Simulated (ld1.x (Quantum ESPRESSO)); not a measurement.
## cobalt (Co), PAW: configuration errors across variants

Co (Z = 27), PAW, made with ld1.x (Quantum ESPRESSO) 7.5 (PW91, scalar-relativistic). Core [Ne], reference 3s2 3p6 3d7 4s2 4p0. Waves: 3s (bound): rcut 1.05, rcutus 1.45 bohr; 4s (bound): rcut 1.05, rcutus 1.45 bohr; 3p (bound): rcut 1.25, rcutus 1.65 bohr; 4p (bound, empty): rcut 1.25, rcutus 1.65 bohr; 3d (bound): rcut 1.00, rcutus 1.40 bohr; 3d channel at 2.4 Ry: rcut 1.00, rcutus 1.40 bohr. Local part: all-electron potential smoothed inside 1.05 bohr (lloc = -1). Core correction: Bessel-smoothed model core inside 0.85 bohr. Augmentation charge: PSQ, radius 1.00 bohr.

All-electron excitation energies from the reference (eV): (1) 3s2 3p6 3d7 4s1 4p0 9.095; (2) 3s2 3p6 3d7 4s0 4p0 25.935; (3) 3s2 3p6 3d6 4s0 4p0 61.912; (4) 3s2 3p6 3d7 4s1 4p1 4.375; (5) 3s2 3p6 3d6 4s2 4p1 9.698.

The overlap operator is not positive definite (basis up to 400 Ry) in “base”, “waves 3d (bound): rcut 0.90, rcutus 0.96 bohr; 3d channel at 2.4 Ry: rcut 0.90, rcutus 0.96 bohr”, “waves 3d (bound): rcut 1.00, rcutus 1.30 bohr; 3d channel at 2.4 Ry: rcut 1.00, rcutus 1.30 bohr”, “waves 3d (bound): rcut 1.00, rcutus 1.42 bohr; 3d channel at 2.4 Ry: rcut 1.00, rcutus 1.42 bohr”, “waves 3d (bound): rcut 1.00, rcutus 1.56 bohr; 3d channel at 2.4 Ry: rcut 1.00, rcutus 1.56 bohr”, “waves 3d (bound): rcut 1.00, rcutus 1.76 bohr; 3d channel at 2.4 Ry: rcut 1.00, rcutus 1.76 bohr”, “waves 3d (bound): rcut 1.00, rcutus 1.88 bohr; 3d channel at 2.4 Ry: rcut 1.00, rcutus 1.88 bohr”, “waves 3d (bound): rcut 1.00, rcutus 2.10 bohr; 3d channel at 2.4 Ry: rcut 1.00, rcutus 2.10 bohr”. Such files are unfit for use, however small their errors in these radial tests.

Errors AE − PS in meV (a dash: test not solved or not reliable):

| change | (1) | (2) | (3) | (4) | (5) | bound ghosts |
| --- | --- | --- | --- | --- | --- | --- |
| base | -0.6 | -1.0 | -131 | +0.9 | -18 | not determined (overlap not positive) |
| waves 3d (bound): rcut 0.90, rcutus 0.96 bohr; 3d channel at 2.4 Ry: rcut 0.90, rcutus 0.96 bohr | -0.7 | +0.6 | -125 | +1.0 | -6.9 | not determined (overlap not positive) |
| waves 3d (bound): rcut 1.00, rcutus 1.30 bohr; 3d channel at 2.4 Ry: rcut 1.00, rcutus 1.30 bohr | -0.7 | -1.4 | -131 | +0.6 | -14 | not determined (overlap not positive) |
| waves 3d (bound): rcut 1.00, rcutus 1.42 bohr; 3d channel at 2.4 Ry: rcut 1.00, rcutus 1.42 bohr | -0.6 | -0.9 | -129 | +0.9 | -19 | not determined (overlap not positive) |
| waves 3d (bound): rcut 1.00, rcutus 1.56 bohr; 3d channel at 2.4 Ry: rcut 1.00, rcutus 1.56 bohr | -0.8 | -0.9 | -106 | +0.8 | – | not determined (overlap not positive) |
| waves 3d (bound): rcut 1.00, rcutus 1.76 bohr; 3d channel at 2.4 Ry: rcut 1.00, rcutus 1.76 bohr | -1.2 | -4.3 | -127 | -0.1 | -10 | not determined (overlap not positive) |
| waves 3d (bound): rcut 1.00, rcutus 1.88 bohr; 3d channel at 2.4 Ry: rcut 1.00, rcutus 1.88 bohr | -1.3 | -4.4 | -128 | -0.2 | -11 | not determined (overlap not positive) |
| waves 3d (bound): rcut 1.00, rcutus 2.10 bohr; 3d channel at 2.4 Ry: rcut 1.00, rcutus 2.10 bohr | -1.8 | -6.8 | -127 | -0.3 | -15 | not determined (overlap not positive) |

Problem. Give the same row for: waves 3d (bound): rcut 0.98, rcutus 1.04 bohr; 3d channel at 2.4 Ry: rcut 0.98, rcutus 1.04 bohr.

Solution. -0.9, -2.9, -125, 0.0, +3.2; bound ghosts: not determined (overlap not positive). Its overlap operator is not positive definite in a basis up to 400 Ry (lowest eigenvalue s -0.0037, p -4.28), so the file is unfit for use: the generalised eigenproblem breaks down once the basis is large enough, and its test numbers describe a broken file.
